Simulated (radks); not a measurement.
Task: Neutral europium, [Xe] 4f7 6s2. All-electron calculation, non-relativistic Kohn-Sham, PBE, spin-polarised, spherical densities, point nucleus. Program: a radial shooting solver on a logarithmic mesh with Libxc functionals. Every spin shell is full or empty, so the densities are truly spherical. Functionals are evaluated on that one density, not self-consistently. Rank these orbital-free kinetic functionals by their error against the exact value of the orbitals, and give that value: Thomas-Fermi, von Weizsacker, TF + vW, TF + vW/9, TF + vW/5, LC94, APBEK, revAPBEK, Perdew 92, Thakkar, Pearson, LKT, PG1, DePristo-Kress, Ernzerhof.

Result: Exact: 10423.3 hartree. From best to worst, with 100 (|E| - |E exact|)/|E exact| (equal figures are ties): LC94 -0.01, APBEK +0.03, revAPBEK +0.19, DePristo-Kress -0.20, Ernzerhof -0.50, Thakkar -0.73, Perdew 92 -0.73, TF + vW/9 -0.74, Pearson -0.93, TF + vW/5 +2.68, Thomas-Fermi -5.02, PG1 +13.66, LKT +17.47, TF + vW +33.48, von Weizsacker -61.51.
